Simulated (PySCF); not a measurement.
SMILES Nc1ccc([SiH3])cc1, GFN2-xTB optimised geometry.

```
17

N     -1.67    -2.72     0.07
C     -0.97    -1.53     0.00
C     -1.63    -0.30     0.00
C     -0.92     0.88     0.00
C      0.48     0.89     0.00
Si     1.44     2.50     0.02
C      1.13    -0.34     0.00
C      0.43    -1.53     0.00
H     -1.18    -3.55    -0.21
H     -2.64    -2.68    -0.21
H     -2.71    -0.29    -0.01
H     -1.46     1.81    -0.01
H      2.71     2.32    -0.68
H      1.71     2.91     1.41
H      0.65     3.55    -0.64
H      2.21    -0.37     0.00
H      0.96    -2.48     0.00
```

Density from PBE0/def2-SVP (PySCF) at that geometry.

Minimum of the electron density along straight lines between bonded atoms, close to the bond critical point (lines longer than 1.1 times the sum of covalent radii, or with two minima, are not listed):

```csv
bond,length / Å,ρ at the minimum / e bohr⁻³,∇²ρ there / e bohr⁻⁵,position (fraction from the first atom)
N1–C2,1.379,0.308,-0.95,0.64
C2–C3,1.395,0.307,-0.79,0.52
C3–C4,1.379,0.314,-0.80,0.50
C4–C5,1.393,0.305,-0.76,0.51
C5–Si6,1.880,0.114,0.35,0.62
C5–C7,1.393,0.305,-0.76,0.49
C2–C8,1.395,0.307,-0.79,0.52
C7–C8,1.379,0.314,-0.80,0.50
N1–H9,1.007,0.337,-1.59,0.77
N1–H10,1.007,0.337,-1.59,0.77
C3–H11,1.082,0.280,-1.04,0.62
C4–H12,1.081,0.283,-1.07,0.63
Si6–H13,1.466,0.116,0.32,0.49
Si6–H14,1.468,0.116,0.32,0.49
Si6–H15,1.466,0.116,0.32,0.49
C7–H16,1.081,0.283,-1.07,0.63
C8–H17,1.082,0.280,-1.04,0.62
```
